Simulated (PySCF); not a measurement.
Compound: C8H12 (charge +1 and doublet state).
SMILES with atom numbers: `[CH3:1][C+:2]1[CH:3][C@@H:4]2[CH2:5][CH2:6][C@H:7]1[CH2:8]2` (hydrogens: H9, H10, H11 on C1; H12 on C3; H13 on C4; H14, H15 on C5; H16, H17 on C6; H18 on C7; H19, H20 on C8)

Geometry (PBE0-D3(BJ)/def2-SVP, Å), atoms numbered from 1 in this order:
```
atom  x, y, z in Å
C1     2.4156    0.1650   -0.6082
C2     1.0200   -0.1617   -0.3380
C3     0.0313   -0.5756   -1.2779
C4    -1.2284   -0.7582   -0.5465
C5    -1.6584    0.7224   -0.2082
C6    -0.5933    1.1797    0.8107
C7     0.3271   -0.0818    0.9695
C8    -0.7062   -1.2152    0.8301
H9     2.6471    0.2618   -1.6763
H10    3.0408   -0.6511   -0.1891
H11    2.7248    1.0643   -0.0496
H12    0.1848   -0.6487   -2.3591
H13   -2.0076   -1.3418   -1.0497
H14   -2.6669    0.6719    0.2266
H15   -1.7198    1.3623   -1.0991
H16   -0.0365    2.0707    0.4879
H17   -1.0240    1.4084    1.7956
H18    0.9773   -0.0571    1.8522
H19   -0.2562   -2.2180    0.8141
H20   -1.4818   -1.1756    1.6088
```

The hyperfine couplings belong to this conformer and change with its torsions.

Computed, not measured: UKS B3LYP, IGLO-III on C, pcH-1 on H, non-relativistic, mean-field spin-orbit, GIAO in PySCF 2.14.0. Geometry: PBE0-D3(BJ)/def2-SVP; no solvent, vibrations or thermal averaging. The SCF solution wasn't tested for stability.

Problem. Where do the isotropic ENDOR lines of H9/H10/H11, H12, H14, H13, H18, H17, H15, H19 and H16 fall at 349.5 mT, to first order?

Solution. For S = 1/2 in fast tumbling each set of equivalent nuclei gives two lines, ν± = |νn ± a/2| to first order, with νn = g_N μN B/h and μN/h = 7.62259 MHz/T.

```json
{"nuclei": "H9/H10/H11", "isotope": "1H", "g_N": "5.5857", "νn (MHz)": "14.88", "a_iso (MHz)": "54.97", "lower line (MHz)": "12.60", "upper line (MHz)": "42.37"}
{"nuclei": "H12", "isotope": "1H", "g_N": "5.5857", "νn (MHz)": "14.88", "a_iso (MHz)": "-35.67", "lower line (MHz)": "2.95", "upper line (MHz)": "32.71"}
{"nuclei": "H14", "isotope": "1H", "g_N": "5.5857", "νn (MHz)": "14.88", "a_iso (MHz)": "18.41", "lower line (MHz)": "5.68", "upper line (MHz)": "24.08"}
{"nuclei": "H13", "isotope": "1H", "g_N": "5.5857", "νn (MHz)": "14.88", "a_iso (MHz)": "15.94", "lower line (MHz)": "6.91", "upper line (MHz)": "22.85"}
{"nuclei": "H18", "isotope": "1H", "g_N": "5.5857", "νn (MHz)": "14.88", "a_iso (MHz)": "13.03", "lower line (MHz)": "8.36", "upper line (MHz)": "21.40"}
{"nuclei": "H17", "isotope": "1H", "g_N": "5.5857", "νn (MHz)": "14.88", "a_iso (MHz)": "2.69", "lower line (MHz)": "13.53", "upper line (MHz)": "16.23"}
{"nuclei": "H15", "isotope": "1H", "g_N": "5.5857", "νn (MHz)": "14.88", "a_iso (MHz)": "-2.63", "lower line (MHz)": "13.56", "upper line (MHz)": "16.20"}
{"nuclei": "H19", "isotope": "1H", "g_N": "5.5857", "νn (MHz)": "14.88", "a_iso (MHz)": "-2.18", "lower line (MHz)": "13.79", "upper line (MHz)": "15.97"}
{"nuclei": "H16", "isotope": "1H", "g_N": "5.5857", "νn (MHz)": "14.88", "a_iso (MHz)": "-1.55", "lower line (MHz)": "14.11", "upper line (MHz)": "15.66"}
```

Problem. Which pairs are centred on the nuclear Larmor frequency, and which on half the coupling?

Solution. Centred on νn, since |a| < 2νn: H14, H13, H18, H17, H15, H19 and H16. Centred on |a|/2 and split by 2νn: H9/H10/H11 and H12.

Problem. At what field would the lower line of H12 fall to zero frequency?

Solution. Where νn = |a|/2, that is B = 17.83 MHz/(5.5857 × 7.62259 MHz/T) = 419 mT, as far as first order holds there.

Couplings of abundant isotopes left out: H20 (30.2 MHz).

Means are taken over nuclei equivalent by connectivity, which assumes that they swap fast. The three 1H nuclei of mean +55.0 MHz run from 8.0 to 105.2 MHz in the frozen geometry.

The largest Mulliken spin populations are on C3 (+0.52), C2 (+0.37) and C5 (+0.06). The angles at C3 add up to 359.8°, so it is planar.
